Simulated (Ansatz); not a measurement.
Reaction (substitution at a C–C bond): `C=CC(C)CC` + `[NH2][Al]([OH])[F]` → `C[NH][Al]([OH])[F]` + `C=CC(C)C`

Calculated with Ansatz (gas phase, PBE0-D4/def2-TZVP geometries, no zero-point term in ΔE). CCSD(T)/CBS adds triple-zeta CCSD(T) − MP2 to the extrapolated MP2 energy (def2 sets, frozen cores). DFT in def2-TZVPP. B3LYP here is the variant with VWN-RPA as its local correlation; programs differ in this. One conformer a species, not always the lowest.

`C=CC(C)CC`:

Cartesian coordinates in Å:
```
C 1.858 -1.199 -0.792
C 0.559 -0.948 -0.709
C -0.055 0.386 -0.426
C -0.928 0.825 -1.598
C -0.869 0.356 0.871
C -0.038 0.082 2.111
H 2.595 -0.415 -0.647
H 2.233 -2.193 -1.008
H -0.148 -1.764 -0.860
H 0.757 1.114 -0.302
H -1.744 0.114 -1.760
H -0.349 0.885 -2.522
H -1.373 1.805 -1.406
H -1.656 -0.402 0.773
H -1.384 1.316 0.976
H -0.659 0.076 3.010
H 0.469 -0.884 2.045
H 0.732 0.847 2.243
```

`[NH2][Al]([OH])[F]`:

Cartesian coordinates in Å:
```
N 0.611 -1.054 0.044
Al 0.023 0.551 -0.355
O -1.257 1.329 0.416
F 0.769 1.367 -1.572
H 1.378 -1.502 -0.429
H 0.243 -1.652 0.763
H -1.768 0.961 1.133
```

`C[NH][Al]([OH])[F]`:

Cartesian coordinates in Å:
```
C -0.012 -0.353 -1.502
N 0.081 -0.831 -0.138
Al 0.030 0.119 1.334
O -0.145 1.794 1.232
F 0.155 -0.638 2.794
H -0.126 0.733 -1.509
H 0.886 -0.589 -2.086
H -0.875 -0.773 -2.031
H 0.186 -1.832 -0.084
H -0.181 2.373 1.990
```

`C=CC(C)C`:

Z-matrix (Å, degrees):
```
C
C 1 1.499
C 1 1.518 2 113.9
C 1 1.528 2 109.9 3 -125.4
H 1 1.100 2 106.5 3 119.0
C 2 1.326 1 127.0 3 1.6
H 2 1.089 1 114.6 3 -179.3
H 3 1.092 1 111.7 2 57.8
H 3 1.094 1 111.0 2 -62.7
H 3 1.092 1 110.4 2 177.9
H 4 1.093 1 111.4 2 -54.4
H 4 1.094 1 110.5 2 65.4
H 4 1.093 1 110.9 2 -174.7
H 6 1.084 2 121.1 1 179.4
H 6 1.084 2 122.2 1 -0.7
```

| level | ΔE (kcal/mol) | difference from CCSD(T)/CBS |
| --- | --- | --- |
| PBE-D4 | 8.9 | -1.6 |
| r2SCAN-D4 | 9.6 | -0.9 |
| PBE0-D4 | 9.4 | -1.1 |
| B3LYP-D4 | 8.8 | -1.7 |
| ωB97X-V | 9.3 | -1.2 |
| ωB97M-V | 9.8 | -0.7 |
| B2PLYP | 9.2 | -1.3 |
| PBE | 8.5 | -2.0 |
| r2SCAN | 9.4 | -1.1 |
| PBE0 | 9.0 | -1.5 |
| B3LYP | 8.3 | -2.2 |
| HF/def2-TZVPP | 8.7 | -1.8 |
| MP2/def2-TZVPP | 10.9 | 0.4 |
| SCS-MP2/def2-TZVPP | 10.0 | -0.5 |
| CCSD/def2-TZVPP | 9.9 | -0.6 |
| CCSD(T)/def2-TZVPP | 10.0 | -0.5 |
| HF/def2-QZVPP | 8.8 | -1.7 |
| MP2/def2-QZVPP | 11.2 | 0.7 |
| SCS-MP2/def2-QZVPP | 10.3 | -0.2 |
| HF/CBS(def2) | 8.8 | -1.7 |
| MP2/CBS(def2) | 11.3 | 0.8 |
| CCSD/CBS(def2) | 10.3 | -0.2 |
| CCSD(T)/CBS | 10.5 | 0 |

Largest T1 diagnostic among the species: 0.012.

In def2-TZVPP, CCSD(T) changes the Hartree–Fock value by +1.3 kcal/mol (the triples alone add +0.1 kcal/mol) and MP2 by +2.2 kcal/mol.
